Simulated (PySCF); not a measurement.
## Electron correlation in P³⁺ (phosphorus, charge +3)

[Ne] 3s2, closed-shell 1S. Calculation: PySCF 2.14, in x2c-SVPall (4s3p1d, 18 functions); the spin-free X2C one-electron Hamiltonian (Gaussian nucleus). Frozen: [Ne]; 2 electrons correlated.

Total MP2 correlation energy: -32.58 mhartree.

Same-spin part 0.00 and opposite-spin part -32.58 mhartree; SCS-MP2 scales them by 1/3 and 6/5 to -39.09 mhartree.

With two correlated electrons CCSD is exact within the correlated space (frozen core and kept virtual orbitals).

```
level  correlation energy (mhartree)
 CCSD                         -47.98
```

Diagnostics: T1 = 0.0043, D1 = 0.0061, largest double amplitude 0.115.

Problem. Is a single reference adequate?

Solution. Mostly. T1 lies below 0.03, but a double amplitude of this size points to a near-degeneracy that CCSD handles and MP2 describes poorly.
